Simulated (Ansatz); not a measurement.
Molecule: dimethoxyborane, C2H7BO2, charge 0, multiplicity 1. SMILES: COBOC
Geometry from a B3LYP-D3(BJ)/def2-TZVP (Ansatz, a program for electronic structure) optimisation:
```xyz
12

B      0.1629     0.7393     0.2257
O      0.7528    -0.4510    -0.0634
C      2.1594    -0.6318     0.0074
O     -1.1821     0.8705     0.1461
C     -2.0056    -0.2281    -0.2401
H      0.8032     1.6932     0.5545
H      2.6654     0.2863     0.3142
H      2.5289    -0.9350    -0.9732
H      2.3807    -1.4214     0.7269
H     -1.7481    -0.5755    -1.2423
H     -1.8962    -1.0615     0.4562
H     -3.0366     0.1207    -0.2301
```
Charge 0, spin multiplicity 1.

Parts of the frozen-core correlation energy in cc-pVDZ (Ansatz, hartree). Frozen orbitals: 5; correlated occupied orbitals by spin: 15 and 15; virtual: 85 and 85. Spin-orbit coupling is left out. No relativistic terms.

```
term                            value
-------------------------  ----------
reference (HF)             -254.31520
MP2 opposite-spin                   …
MP2 same-spin                -0.17896
CCSD correlation                    …
(T)                                 …
T1 diagnostic                   0.013
largest doubles amplitude       0.023
```

Problem. Fill in the missing entries.

Solution. 
- MP2 opposite-spin, value: -0.55885
- CCSD correlation, value: -0.78691
- (T), value: -0.02072
